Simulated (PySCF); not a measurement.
**`COc1ccc(C=S)n1C`, C7H9NOS**

Cartesian coordinates in Å; atom numbers follow the order of the lines, from 1:
```xyz
19

C     2.3303   -0.2888    0.1841
O     0.9999   -0.7310    0.3098
C     0.0488    0.1691    0.0899
C     0.1052    1.5214   -0.2632
C    -1.2269    1.9380   -0.3511
C    -2.0663    0.8519   -0.0563
C    -3.4827    0.9152   -0.0535
S    -4.6388   -0.2154    0.2532
N    -1.2340   -0.2353    0.2130
C    -1.5947   -1.5895    0.5761
H     2.5475    0.5248    0.8960
H     2.9715   -1.1491    0.4093
H     2.5369    0.0626   -0.8405
H     1.0012    2.1123   -0.4303
H    -1.5843    2.9343   -0.6055
H    -3.8186    1.9326   -0.3114
H    -1.1524   -2.2990   -0.1378
H    -2.6884   -1.6697    0.5611
H    -1.2181   -1.8254    1.5823
```

Computed, not measured: PySCF, quadratic response CAM-B3LYP/aug-cc-pVDZ first hyperpolarisability, Taylor convention, gas phase. Geometry: PBE0-D3(BJ)/def2-SVP.

(1) What is the first hyperpolarisability, and how does it disperse?

Answers

(1) In 10⁻³⁰ esu, Taylor convention; the vector part is βᵢ = ⅓ Σⱼ (βᵢⱼⱼ + βⱼᵢⱼ + βⱼⱼᵢ); β∥ is 3/5 of the vector part along the dipole, the dipole points from − to +:
| process | λ (nm) | β vector norm | β∥ | β HRS | depolarisation ratio |
| --- | --- | --- | --- | --- | --- |
| static β(0;0,0) | ∞ | 15.04 | 8.93 | 6.29 | 4.83 |
| second harmonic β(−2ω;ω,ω) | 1907 | 17.37 | 10.33 | 7.25 | 4.86 |
| Pockels β(−ω;ω,0) | 1907 | 15.75 | 9.36 | – | – |
| Pockels β(−ω;ω,0) | 1064 | 17.55 | 10.45 | – | – |

Second harmonics within 0.3 eV of the first excitation or beyond it are left out.

Which lowest excitations, dipole and polarisabilities go with it?

S1 2.53 eV (f = 0.000); S2 3.83 eV (f = 0.605); S3 5.01 eV (f = 0.031); dipole 6.01 D; isotropic α 136.6 au static, 137.8 au at 1907 nm, 140.7 au at 1064 nm, 141.8 au at 953.5 nm.
